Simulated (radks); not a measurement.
The numbers below are computed, except where a source is named.
Q: Coherent X-ray form factor from a spherical all-electron density. Level of theory: scalar-relativistic Kohn-Sham, r2SCAN, spin-polarised, spherical densities, finite nucleus; meta-GGA in the generalised Kohn-Sham scheme; Fermi nuclear charge, rms radius of each element as measured or else 0.836 A^(1/3) + 0.57 fm (a radial shooting solver on a logarithmic mesh with Libxc functionals).

| sin(theta)/lambda (1/angstrom) | f0 (electrons) |
|---|---|
| 0.05 | 28.681 |
| 0.1 | 27.785 |
| 0.15 | 26.468 |
| 0.2 | 24.903 |
| 0.25 | 23.227 |
| 0.3 | 21.533 |
| 0.4 | 18.286 |
| 0.5 | 15.403 |
| 0.6 | 12.994 |
| 0.8 | 9.616 |
| 1 | 7.713 |
| 1.25 | 6.436 |
| 1.5 | 5.621 |
| 2 | 4.252 |

The species is in the configuration that NIST lists as its ground one. Which atom or ion scatters so?

A: The gallium ion Ga2+, [Ar] 3d10 4s1. Extrapolating in s^2 from the first two rows gives f0(0) = 29.0, near the electron count 29; among species with that count, the fall with angle is slower the higher Z, and the table is that of Z = 31; from so few rows the species is fixed only to a neighbour or two.
